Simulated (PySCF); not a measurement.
This PySCF input asks for the NMR shieldings of `C#C[C@@H]1CS[Si@@H](OC)S1`, C₅H₈OS₂Si; the geometry comes from GFN2-xTB.

```python
import basis_set_exchange as bse
import numpy as np
from pyscf import gto, dft
from pyscf.prop import nmr

atoms = """
C    -2.931985    0.574668   -1.419922
C    -2.455389   -0.162506   -0.605866
C    -1.803220   -1.020361    0.351222
C    -1.431694   -0.282233    1.628131
S    -0.203393    1.040670    1.341655
Si    0.772226    0.063952   -0.302231
O     2.301629   -0.362523   -0.056530
C     3.429422    0.462319   -0.073842
S    -0.294946   -1.767259   -0.406220
H    -3.383888    1.207630   -2.123622
H    -2.450325   -1.868799    0.595225
H    -1.007021   -0.975569    2.354663
H    -2.310396    0.201588    2.055354
H     0.578825    0.886303   -1.487954
H     3.387168    1.184815    0.742950
H     4.306178   -0.173463    0.041633
H     3.489812    1.002798   -1.019528
"""
names = dict.fromkeys(["C", "S", "Si", "O", "H"], "pcSseg-1")
basis = {el: gto.basis.parse(bse.get_basis(n, elements=[el], fmt="nwchem")) for el, n in names.items()}
mol = gto.M(atom=atoms, basis=basis, charge=0, verbose=0)
mf = dft.RKS(mol, xc="PBE0")
mf.grids.level = 2
mf.grids.alignment = dft.numint.BLKSIZE   # the property module wants whole blocks of grid points
mf.conv_tol = 1e-9
mf.kernel()

calc = nmr.RKS(mf)   # GIAO
C = mf.mo_coeff
Co = C[:, mf.mo_occ > 0]
resp = mf.gen_response(singlet=True, hermi=2)
def vind(x):   # induced exchange potential for any number of trial vectors
    d = np.einsum("pi,xij,qj->xpq", C, 2 * x.reshape(-1, C.shape[1], Co.shape[1]), Co, optimize=True)
    return np.einsum("xpq,pi,qj->xij", resp(d - d.transpose(0, 2, 1)), C, Co, optimize=True).ravel()
mo1, _ = nmr.rhf.solve_mo1(calc, with_cphf=vind)
sigma = calc.kernel(mo1)
for i, s in enumerate(sigma):   # ppm
    w = np.linalg.eigvalsh((s + s.T) / 2)
    print("%2d %-2s iso %8.1f  s11 %8.1f  s22 %8.1f  s33 %8.1f" % (i, mol.atom_pure_symbol(i), w.mean(), *w))
```

Problem. Give the expected output.

Solution. 
```
 0 C  iso    103.4  s11     31.2  s22     51.7  s33    227.5
 1 C  iso     99.6  s11    -11.1  s22      9.2  s33    300.6
 2 C  iso    143.8  s11    118.5  s22    153.7  s33    159.2
 3 C  iso    141.0  s11    112.4  s22    144.4  s33    166.1
 4 S  iso    619.0  s11    511.8  s22    588.0  s33    757.1
 5 Si iso    324.4  s11    274.9  s22    319.5  s33    378.7
 6 O  iso    305.4  s11    227.3  s22    340.2  s33    348.6
 7 C  iso    133.4  s11    106.6  s22    108.0  s33    185.6
 8 S  iso    521.0  s11    325.9  s22    469.2  s33    767.9
 9 H  iso     29.7  s11     24.6  s22     25.0  s33     39.5
10 H  iso     27.7  s11     23.3  s22     24.2  s33     35.5
11 H  iso     28.4  s11     22.8  s22     26.5  s33     35.9
12 H  iso     28.5  s11     22.6  s22     26.5  s33     36.5
13 H  iso     25.4  s11     21.5  s22     23.9  s33     30.9
14 H  iso     27.9  s11     22.9  s22     26.2  s33     34.5
15 H  iso     27.6  s11     23.0  s22     25.1  s33     34.8
16 H  iso     27.9  s11     23.5  s22     25.4  s33     34.9
```

These numbers come from an equivalent density-fitted implementation of the same equations, which agrees with the script to about 0.01 ppm for H and up to a few tenths of a ppm for heavy atoms, so last digits may differ.

Problem. Turn these shieldings into chemical shifts. Scale: TMS for $^{13}$C (186.93 ppm), $^{29}$Si (349.16 ppm), $^{1}$H (31.72 ppm); $^{33}$S (503.73 ppm) against CS2; H2O for $^{17}$O (336.08 ppm) (reference shieldings calculated alike).

Solution. Averaging equivalent atoms: C 1: 87.4; C 0: 83.5; C 7: 53.5; C 3: 45.9; C 2: 43.2; S 8: -17; S 4: -115; Si 5: 24.8; O 6: 30.7; H 13: 6.29; H 10: 4.03; H 14/15/16: 3.90; H 11: 3.30; H 12: 3.19; H 9: 2.01 ppm. Experimental scales use liquid or dissolved standards, which lie at an offset from isolated H2O (liquid H2O: subtract about 36 ppm).

Size and cost of the density-fitted run: 214 basis functions, 52 s wall time on 1 thread of an Arm Neoverse V2, shared host; peak memory 0.93 GiB.
